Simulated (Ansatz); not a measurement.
`F[CH2][GeH3]` + `OCF` → `FCOCF` + GeH₄ at 700 K and 1 bar (substitution at a C–Ge bond).

Program: Ansatz. Geometries: PBE0-D4/def2-TZVP. ΔE: electronic, gas phase. CCSD(T)/CBS is the MP2 limit (def2-TZVPP, def2-QZVPP) plus CCSD(T) − MP2 in def2-TZVPP, frozen cores. For Ge outer-core shells are correlated without core-valence functions, which leaves a few kJ/mol of doubt a bond. Scalar relativity is left out up to krypton. Each species was taken in one conformer, which may not be the lowest.

```csv
species,CCSD(T)/CBS energy (Eh),H − E (kJ/mol),S (J/(mol·K))
`F[CH2][GeH3]`,-2216.93494,195.5,386.7
`OCF`,-214.81254,157.9,312.7
`FCOCF`,-353.24863,234.5,392.6
GeH₄,-2078.49493,112.9,267.3
```

H − E and S are ideal-gas, rigid-rotor, harmonic terms from PBE0-D4/def2-TZVP, for one conformer and one mirror image of each species. 1 Eh = 2625.50 kJ/mol, R = 8.31446 J/(mol·K).

Problem. By hand: ΔE, ΔH, ΔS and ΔG.

Solution. ΔE = (-353.24863) + (-2078.49493) − (-2216.93494) − (-214.81254) = 0.00392 Eh = 10.3 kJ/mol. Δ(H − E) = 234.5 + 112.9 − 195.5 − 157.9 = -6.0, so ΔH = 4.3 kJ/mol. ΔS = 392.6 + 267.3 − 386.7 − 312.7 = -39.5 J/(mol·K). ΔG = 4.3 − 700 × (-39.5)/1000 = 31.9 kJ/mol.

Problem. By hand: the equilibrium constant, and the temperature at which ΔG would vanish if ΔH and ΔS stayed fixed.

Solution. log₁₀ K = −ΔG/(RT ln 10) = -2.4. ΔH and −TΔS have one sign here, so there is no such temperature. One of them is within its doubt of zero, so this could turn.

TΔS isn't small against ΔH here. A doubt of 5 kJ/mol in ΔE shifts log₁₀ K by 0.4 here. Other conformers and mirror images would add mixing entropy, several J/(mol·K) or more a flexible species. These are equilibria of isolated gas molecules and say nothing of rates. Largest T1 diagnostic: 0.012 (customary marks: 0.02 for closed shells, 0.045 for open ones).
